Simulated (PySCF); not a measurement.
Identify the unknown among the candidates.

All candidates are C6H10Si.

* 13C NMR: chemical shifts (computed TMS as zero) by class: 89.9 (1 C), 74.3 (1 C), 30.2 (1 C), 28.0 (1 C), 26.8 (1 C), 5.4 (1 C) ppm [GIAO PBE0/pcSseg-1]
* 1H NMR: chemical shifts (computed TMS as zero) by class: 4.79 (1 H), 4.53 (1 H), 2.78 (1 H), 2.36 (1 H), 2.32 (1 H), 2.15 (1 H), 2.00 (1 H), 1.47 (1 H), 1.32 (1 H), 1.30 (1 H) ppm [GIAO PBE0/pcSseg-1]
* Rotational structure: rotational constants A, B, C: 5.205, 1.219, 1.046 GHz [GFN2-xTB]
* NMR, other nuclei: isotropic shieldings of nuclei other than C and H, by class: 378 (1 Si) ppm [GIAO PBE0/pcSseg-1]
* Dipole: 0.75 D [PBE0/pcSseg-1]

The electronic properties come from PySCF, for the isolated species, density fitting. Levels stand in brackets. Isolated species at its GFN2-xTB geometry (one conformer only). NMR classes are plain means over equivalent atoms (diastereotopic ones count apart unless rotation or inversion swaps them), as if these changed places fast.

Task: Which candidate is it?
A. `C=C[C@H]1C=C([SiH3])C1`
B. `C=C(C)C#CC[SiH3]`
C. `C#CC[C@H]1CC[SiH2]1`

Result: C. It is `C#CC[C@H]1CC[SiH2]1`. Numbering: `[CH:1]#[C:2][CH2:3][C@H:4]1[CH2:5][CH2:6][SiH2:7]1`. Its formula, C6H10Si, gives 3 degrees of unsaturation: 1 ring and 2 π bonds in the structure found. 6 carbons fall into 6 classes; from least to most shielded: alkyne carbon [C2] (89.9 ppm), terminal alkyne carbon [C1] (74.3 ppm), four-membered-ring carbon [C5] (30.2 ppm), ring sp3 carbon bound to silicon [C4] (28.0 ppm), propargylic carbon [C3] (26.8 ppm), ring sp3 carbon bound to silicon [C6] (5.4 ppm). Hydrogen classes from least to most shielded: 1 H on an SiH2 silicon, Si7 (4.79 ppm), 1 H on an SiH2 silicon, Si7 (4.53 ppm), 1 H on a four-membered-ring carbon, C5 (2.78 ppm), 1 H on a propargylic carbon, C3 (2.36 ppm), 1 H on a propargylic carbon, C3 (2.32 ppm), 1 H on an sp3 carbon bound to silicon, C4 (2.15 ppm), 1 H on a four-membered-ring carbon, C5 (2.00 ppm), 1 H on an sp3 carbon bound to silicon, C6 (1.47 ppm), 1 H on a terminal alkyne carbon, C1 (1.32 ppm), 1 H on an sp3 carbon bound to silicon, C6 (1.30 ppm). The other shieldings belong to: 378 ppm, SiH2 silicon [Si7]. The optimised geometry has point group C1 and is an asymmetric top.

The others, at the same levels:
- `C=C[C@H]1C=C([SiH3])C1` fails: its computed 13C shifts are 167.7 (1 C), 153.3 (1 C), 150.3 (1 C), 121.0 (1 C), 54.5 (1 C), 42.4 (1 C) ppm, 1H shifts are 7.09 (1 H), 6.01 (1 H), 5.41 (1 H), 5.26 (1 H), 4.10 (3 H), 3.48 (1 H), 2.98 (1 H), 2.29 (1 H) ppm and rotational constant A is 8.156 GHz (against 5.205 GHz).
- `C=C(C)C#CC[SiH3]` fails: its computed 13C shifts are 135.2 (1 C), 127.4 (1 C), 97.1 (1 C), 87.4 (1 C), 27.2 (1 C), 1.2 (1 C) ppm, 1H shifts are 5.52 (1 H), 5.47 (1 H), 3.97 (3 H), 2.00 (2 H), 1.95 (3 H) ppm and smallest rotational constant is 0.752 GHz (against 1.046 GHz).

Each candidate is one conformer, not necessarily the lowest. Dipoles, sizes and rotational constants follow the conformer. The torsions of the flexible species, by atom-mapped SMILES:
- `[CH:1]#[C:2][CH2:3][C@H:4]1[CH2:5][CH2:6][SiH2:7]1`: C2–C3–C4–C5 65°
- `[CH2:1]=[CH:2][C@H:3]1[CH:4]=[C:5]([SiH3:6])[CH2:7]1`: C1–C2–C3–C4 129°
